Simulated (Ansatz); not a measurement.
Cost and result up the ladder for B(OCMe2)Cl3 (C₃H₆BCl₃O) (14 atoms). Total charge 0; singlet. Geometry: B3LYP-D4/def2-SVP.

```
atom    x (Å)    y (Å)    z (Å)
  B1  -0.8209  -1.6308  -1.1173
  O2   0.0373  -1.0077   0.0714
  C3   0.2796   0.1738   0.3848
  C4   1.1310   0.3890   1.5888
  C5  -0.2375   1.3383  -0.3748
  H6   2.0047   1.0029   1.3123
  H7   0.5613   0.9745   2.3310
  H8   1.4520  -0.5656   2.0221
  H9  -1.3372   1.2624  -0.4203
 H10   0.0951   1.2422  -1.4223
 H11   0.0820   2.2917   0.0616
Cl12  -0.0305  -1.0466  -2.6786
Cl13  -2.5407  -1.0019  -0.8901
Cl14  -0.6762  -3.4221  -0.8686
```

Ansatz; hardware A = 2 threads of AMD EPYC 7R13 on a shared host and a share (18 GiB) of an NVIDIA H100 80GB HBM3; B = 2 threads of AMD EPYC 7R13 on a shared host. Times are rough, and most runs start from the orbitals of an earlier one. r2SCAN0-D4/def2-TZVP serves as the yardstick here, not as an exact answer. Differences are given only for rows in sets of like size (and for xTB, whose basis is part of the method), since another set adds its own error. Binding counts from free atoms at the same level (B doublet, O triplet, C triplet, H doublet, Cl doublet; other spins of the atoms weren't run), without zero-point energy or a counterpoise term.

B3LYP takes the VWN-RPA correlation. Correlated methods freeze 20 core orbitals. The rows differ in basis, and correlated rows in double-zeta sets carry the largest basis error.

Correlated methods converge slowly with the basis, most of all in double-zeta sets.

| level | functions | wall time | binding energy per atom (eV) | difference from r2SCAN0-D4/def2-TZVP (eV) |
| --- | --- | --- | --- | --- |
| HF/STO-3G [B] | 58 | 0.45 s | 3.60 | – |
| HF/6-31G [B] | 96 | 1.2 s | 2.75 | – |
| PBE-D4/def2-SVP [B] | 154 | 2.4 s | 4.26 | – |
| B3LYP-D4/6-31G [B] | 96 | 2.4 s | 3.89 | – |
| PBE0-D4/def2-SVP [B] | 154 | 4.1 s | 4.18 | – |
| MP2/def2-TZVP [A] | 302 | 7.5 s | 4.04 | 0.00 |
| BLYP-D4/def2-TZVP [A] | 302 | 8 s | 4.05 | 0.01 |
| CCSD(T)/def2-SVP [A] | 154 | 8.5 s | 3.90 | – |
| PBE0-D4/def2-TZVP [A] | 302 | 9 s | 4.11 | 0.07 |
| B3LYP-D4/def2-TZVP [A] | 302 | 9.5 s | 4.06 | 0.01 |
| PBE-D4/def2-TZVP [A] | 302 | 10 s | 4.20 | 0.15 |
| r2SCAN-D4/def2-TZVP (with forces) [A] | 302 | 10 s | 4.11 | 0.07 |
| r2SCAN0-D4/def2-TZVP [A] | 302 | 12 s | 4.04 | 0.00 |
